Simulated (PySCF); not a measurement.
Ga(NCO)(OH)2 (CH2GaNO3), SMILES O=C=[N][Ga]([OH])[OH]. Atoms are numbered in the order given.

```xyz
8

Ga    -0.0007     0.7029     0.0000
N      0.0352    -1.1125     0.0000
C      0.0131    -2.3152     0.0000
O     -0.0034    -3.4899     0.0000
O     -1.5308     1.5822     0.0000
H     -2.3005     0.9983     0.0000
O      1.4979     1.6346     0.0000
H      2.2867     1.0769     0.0000
```

Geometry optimised at r2SCAN-D4/def2-SVP. Other conformers were not sampled.

These are PySCF with CAM-B3LYP/def2-TZVP values and carry that method's errors.

Isolated molecule, no solvent.

```
Item                                                                                                             Value
---------------------------------------------------------------------------------------------  -----------------------
total energy                                                                                       -2244.83704 hartree
point group                                                                                                         Cs
highest occupied level                                                                                       -10.15 eV
lowest empty level                                                                                            -0.14 eV
orbital gap                                                                                                   10.00 eV
dipole moment                                                                                                   0.13 D
quadrupole, principal values (traceless, Buckingham form, about the centre of nuclear charge)  -23.10, 8.68, 14.43 D·Å
mean static polarisability                                                                        49.6 bohr³ (7.35 Å³)
polarisability, principal values                                                                32.3, 44.0, 72.5 bohr³
```
